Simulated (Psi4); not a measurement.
HClGe, singlet, at a GFN2-xTB geometry; Psi4 with B3LYP/cc-pVTZ.

Here is a job for Psi4.
```
memory 2 GB

molecule {
0 1
  Ge    0.49553809   -0.14955450    0.50339780
  H     1.70367317   -0.31521824   -0.63492555
  Cl   -1.03299366    0.30005659   -0.91022377
}

set basis cc-pvtz

energy('b3lyp')
print_variables()
```

### Question
What does Psi4 print? Leave out banner, timings and long lists.

### Answer

```
   => Loading Basis Set <=

    Name: CC-PVTZ
    Role: ORBITAL
    Keyword: BASIS

         ---------------------------------------------------------
                                   SCF
               by Justin Turney, Rob Parrish, Andy Simmonett
                          and Daniel G. A. Smith
                              RKS Reference
         ---------------------------------------------------------

  ==> Geometry <==

    Molecular point group: cs
    Full point group: Cs

    Geometry (in Angstrom), charge = 0, multiplicity = 1:

       Center              X                  Y                   Z               Mass
    ------------   -----------------  -----------------  -----------------  -----------------
         GE          -0.494474109198     0.461797444158     0.000000000000    73.921177761000
         H           -1.710319255587    -0.680365186746     0.000000000000     1.007825032230
         CL           1.094568684628    -0.956591919017     0.000000000000    34.968852682000

  Running in cs symmetry.

  Rotational constants: A =      6.15361  B =      0.15550  C =      0.15167 [cm^-1]
  Rotational constants: A = 184480.65292  B =   4661.83303  C =   4546.93189 [MHz]
  Nuclear repulsion =  148.494405576055186

  Charge       = 0
  Multiplicity = 1
  Electrons    = 50
  Nalpha       = 25
  Nbeta        = 25

  ==> Algorithm <==

  SCF Algorithm Type is DF.
  DIIS enabled.
  MOM disabled.
  Fractional occupation disabled.
  Guess Type is SAD.
  Energy threshold   = 1.00e-06
  Density threshold  = 1.00e-06
  Integral threshold = 1.00e-12

  ==> Primary Basis <==

  Basis Set: CC-PVTZ
    Blend: CC-PVTZ
    Number of shells: 33
    Number of basis functions: 91
    Number of Cartesian functions: 103
    Spherical Harmonics?: true
    Max angular momentum: 3

  ==> DFT Potential <==

   => LibXC <=

    Version 7.1.2
    S. Lehtola, C. Steigemann, M. J. T. Oliveira, and M. A. L. Marques,  SoftwareX 7, 1–5 (2018) (10.1016/j.softx.2017.11.002)

   => Composite Functional: B3LYP <=

    B3LYP Hyb-GGA Exchange-Correlation Functional

    P. J. Stephens, F. J. Devlin, C. F. Chabalowski, and M. J. Frisch,  J. Phys. Chem. 98, 11623 (1994) (10.1021/j100096a001)

    Deriv               =              1
    GGA                 =           TRUE
    Meta                =          FALSE

    Exchange Hybrid     =           TRUE
    MP2 Hybrid          =          FALSE

   => Exchange Functionals <=

    0.0800   Slater exchange
    0.7200         Becke 88

   => Exact (HF) Exchange <=

    0.2000               HF

   => Correlation Functionals <=

    0.1900   Vosko, Wilk & Nusair (VWN5_RPA)
    0.8100   Lee, Yang & Parr

   => LibXC Density Thresholds  <==

    XC_HYB_GGA_XC_B3LYP:  1.00E-15

   => Molecular Quadrature <=

    Radial Scheme          =       TREUTLER
    Pruning Scheme         =           NONE
    Nuclear Scheme         =       TREUTLER

    Blocking Scheme        =         OCTREE
    BS radius alpha        =              1
    Pruning alpha          =              1
    Radial Points          =             75
    Spherical Points       =            302
    Total Points           =          64497
    Total Blocks           =            550
    Max Points             =            256
    Max Functions          =             91
    Weights Tolerance      =       1.00E-15

   => Loading Basis Set <=

    Name: (CC-PVTZ AUX)
    Role: JKFIT
    Keyword: DF_BASIS_SCF

  ==> Integral Setup <==

  SCF_SUBTYPE=INCORE selected. In-core MEM_DF algorithm will be used.
  Using in-core AOs.

  ==> MemDFJK: Density-Fitted J/K Matrices <==

    J tasked:                   Yes
    K tasked:                   Yes
    wK tasked:                   No
    Algorithm:                 Core
    Schwarz Cutoff:           1E-12
    Mask sparsity (%):       0.0000
    Fitting Condition:        1E-10

   => Auxiliary Basis Set <=

  Basis Set: (CC-PVTZ AUX)
    Blend: CC-PVTZ-JKFIT
    Number of shells: 98
    Number of basis functions: 358
    Number of Cartesian functions: 449
    Spherical Harmonics?: true
    Max angular momentum: 4

  Minimum eigenvalue in the overlap matrix is 4.5654832950E-03.
  Reciprocal condition number of the overlap matrix is 1.0985822948E-03.
    Using symmetric orthogonalization.

  ==> Pre-Iterations <==

  SCF Guess: Superposition of Atomic Densities via on-the-fly atomic UHF (no occupation information).

   -------------------------
    Irrep   Nso     Nmo
   -------------------------
     A'        62      62
     A"        29      29
   -------------------------
    Total      91      91
   -------------------------

  ==> Iterations <==

                           Total Energy        Delta E     RMS |[F,P]|

   @DF-RKS iter SAD: -2534.45920055732586   -2.53446e+03   0.00000e+00
   @DF-RKS iter   1: -2536.70610249549054   -2.24690e+00   3.07948e-02 ADIIS/DIIS
   @DF-RKS iter   2: -2535.19352950741177    1.51257e+00   5.72533e-02 ADIIS/DIIS
   @DF-RKS iter   3: -2537.90662447106934   -2.71309e+00   4.34489e-03 ADIIS/DIIS
   @DF-RKS iter   4: -2537.93037242347145   -2.37480e-02   1.55035e-03 ADIIS/DIIS
   @DF-RKS iter   5: -2537.93799562283630   -7.62320e-03   3.07607e-04 ADIIS/DIIS
   @DF-RKS iter   6: -2537.93820306208818   -2.07439e-04   6.77664e-05 DIIS
   @DF-RKS iter   7: -2537.93821866228200   -1.56002e-05   2.02479e-05 DIIS
   @DF-RKS iter   8: -2537.93821993704705   -1.27477e-06   3.10425e-06 DIIS
   @DF-RKS iter   9: -2537.93821996438146   -2.73344e-08   4.85583e-07 DIIS
  Energy and wave function converged.

  ==> Post-Iterations <==

   Electrons on quadrature grid:
      Ntotal   =   49.9999978261 ; deviation = -2.174e-06

    Orbital Energies [Eh]
    ---------------------

    Doubly Occupied:

       1Ap  -398.786551     2Ap  -101.554372     3Ap   -49.826855
       1App  -44.349139     4Ap   -44.346972     5Ap   -44.345519
       6Ap    -9.461229     7Ap    -7.220743     2App   -7.218329
       8Ap    -7.215604     9Ap    -6.252808     3App   -4.428698
      10Ap    -4.422113    11Ap    -4.416267    12Ap    -1.251668
       4App   -1.249680     5App   -1.244580    13Ap    -1.241131
      14Ap    -1.239136    15Ap    -0.825280    16Ap    -0.519114
      17Ap    -0.368992     6App   -0.346257    18Ap    -0.338570
      19Ap    -0.253573

    Virtual:

       7App   -0.118724    20Ap    -0.011928    21Ap     0.028558
      22Ap     0.118427    23Ap     0.158743     8App    0.170232
      24Ap     0.176808     9App    0.203078    25Ap     0.231941
      10App    0.240634    26Ap     0.240798    27Ap     0.308008
      11App    0.360975    28Ap     0.361965    29Ap     0.372000
      30Ap     0.452970    12App    0.461882    31Ap     0.500192
      32Ap     0.574819    13App    0.577081    33Ap     0.611206
      14App    0.728368    34Ap     0.786046    35Ap     0.921809
      36Ap     0.985839    15App    0.987505    37Ap     1.066827
      16App    1.074975    38Ap     1.085075    17App    1.100062
      39Ap     1.153003    18App    1.170675    40Ap     1.183840
      19App    1.230169    41Ap     1.242526    42Ap     1.271530
      43Ap     1.387025    20App    1.415231    44Ap     1.438943
      45Ap     1.749106    21App    1.912361    46Ap     1.913961
      47Ap     1.966496    22App    1.968396    48Ap     1.986272
      49Ap     2.061792    23App    2.080671    50Ap     2.082530
      24App    2.121329    51Ap     2.137420    25App    2.228415
      52Ap     2.236505    53Ap     2.310695    26App    2.424029
      54Ap     2.428493    55Ap     2.730852    56Ap     3.224107
      27App    3.250652    57Ap     3.383707    28App    3.439957
      58Ap     3.492357    59Ap     3.757919    29App    3.843105
      60Ap     3.902094    61Ap     4.490476    62Ap     4.847271

    Final Occupation by Irrep:
             Ap   App
    DOCC [    19,    6 ]
    NA   [    19,    6 ]
    NB   [    19,    6 ]

  @DF-RKS Final Energy: -2537.93821996438146

   => Energetics <=

    Nuclear Repulsion Energy =            148.4944055760551862
    One-Electron Energy =               -3826.3662993339835339
    Two-Electron Energy =                1226.5744991020212638
    DFT Exchange-Correlation Energy =     -86.6408253084741204
    Empirical Dispersion Energy =           0.0000000000000000
    VV10 Nonlocal Energy =                  0.0000000000000000
    Total Energy =                      -2537.9382199643810054

Computation Completed

Properties will be evaluated at   0.000000,   0.000000,   0.000000 [a0]

Properties computed using the SCF density matrix

 Multipole Moments:

 ------------------------------------------------------------------------------------
     Multipole            Electronic (a.u.)      Nuclear  (a.u.)        Total (a.u.)
 ------------------------------------------------------------------------------------

 L = 1.  Multiply by 2.5417464519 to convert [e a0] to [Debye]
 Dipole X            :         -2.3651282            2.0299001           -0.3352281
 Dipole Y            :          4.5326817           -4.0910862            0.4415955
 Dipole Z            :          0.0000000            0.0000000            0.0000000
 Magnitude           :                                                    0.5544226

 ------------------------------------------------------------------------------------

  Variable Map:
  ----------------------------------------------------------------------------
  "CURRENT ENERGY"              =>   -2537.938219964381
  "CURRENT REFERENCE ENERGY"    =>   -2537.938219964381
  "DD SOLVATION ENERGY"         =>       0.000000000000
  "DFT FUNCTIONAL TOTAL ENERGY" =>   -2537.938219964381
  "DFT TOTAL ENERGY"            =>   -2537.938219964381
  "DFT VV10 ENERGY"             =>       0.000000000000
  "DFT XC ENERGY"               =>     -86.640825308474
  "GRID ELECTRONS ALPHA"        =>      24.999998913065
  "GRID ELECTRONS BETA"         =>      24.999998913065
  "GRID ELECTRONS TOTAL"        =>      49.999997826129
  "NUCLEAR REPULSION ENERGY"    =>     148.494405576055
  "ONE-ELECTRON ENERGY"         =>   -3826.366299333984
  "PCM POLARIZATION ENERGY"     =>       0.000000000000
  "PE ENERGY"                   =>       0.000000000000
  "SCF ITERATION ENERGY"        =>   -2537.938219964381
  "SCF ITERATIONS"              =>       9.000000000000
  "SCF TOTAL ENERGY"            =>   -2537.938219964381
  "TWO-ELECTRON ENERGY"         =>    1226.574499102021
  "XC GRID RADIAL POINTS"       =>      75.000000000000
  "XC GRID SPHERICAL POINTS"    =>     302.000000000000
  "XC GRID TOTAL POINTS"        =>   64497.000000000000

  Array Variable Map:
  ----------------------------------------------------------------------------
  "CURRENT DIPOLE"              =>      -0.335228055929 ... 0.000000000000 1 by 3
  "SCF DIPOLE"                  =>      -0.335228055929 ... 0.000000000000 1 by 3
  "SCF TOTAL ENERGIES"          =>   -2534.459200557326 ... -2537.938219964381 1 by 10
```
